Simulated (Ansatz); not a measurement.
Process, species as SMILES: [Cu][F] -> [F][Cu] as doublet, charge -1 (an electron is taken up)

Wanted: adiabatic electron affinity (0 K, with zero-point energies), in eV. Positive where the reaction releases energy. Terms: frozen cores in correlated levels (noble-gas shells and the d and f shells of earlier blocks); LANL2DZ with its own core potentials from Na on; no spin-orbit coupling; six Cartesian d functions in 6-31G* and its kin unless marked 5d; non-relativistic; UHF or UKS for open shells. Ab initio and DFT rows: single points at B3LYP-D3(BJ) geometries (Ansatz, an electronic-structure program), with unscaled harmonic terms from B3LYP/6-31G* (LANL2DZ past Ar) (Ansatz) at its own minima. The spin state of an ion or metal species was assumed, not searched.

```json
[
 {"level": "HF/3-21G", "program": "Ansatz", "adiabatic electron affinity (0 K, with zero-point energies) (eV)": "3.19"},
 {"level": "PBE/def2-SVP", "program": "Ansatz", "adiabatic electron affinity (0 K, with zero-point energies) (eV)": "0.59"},
 {"level": "B3LYP/3-21G", "program": "Ansatz", "adiabatic electron affinity (0 K, with zero-point energies) (eV)": "1.22"},
 {"level": "B3LYP/6-31G", "program": "Ansatz", "adiabatic electron affinity (0 K, with zero-point energies) (eV)": "1.13"},
 {"level": "B3LYP/6-31G*", "program": "Ansatz", "adiabatic electron affinity (0 K, with zero-point energies) (eV)": "1.00"},
 {"level": "B3LYP/6-31G* with LANL2DZ past Ar", "program": "Ansatz", "adiabatic electron affinity (0 K, with zero-point energies) (eV)": "1.00"},
 {"level": "MP2/6-31G*", "program": "Ansatz", "adiabatic electron affinity (0 K, with zero-point energies) (eV)": "0.03"},
 {"level": "B3LYP-D3(BJ)/def2-TZVPD", "program": "Ansatz + dftd3", "adiabatic electron affinity (0 K, with zero-point energies) (eV)": "1.37"}
]
```

No value to compare with is used here. The 7 habitual levels span 0.03 (MP2/6-31G*) to 3.19 eV (HF/3-21G); B3LYP-D3(BJ)/def2-TZVPD gives 1.37.

The levels are drawn from those run, B3LYP/6-31G* more often than the rest, none by its result; left out are runs that failed, that the program found above a lower state of the same kind, or whose <S^2> lies over 0.5 above the pure value.
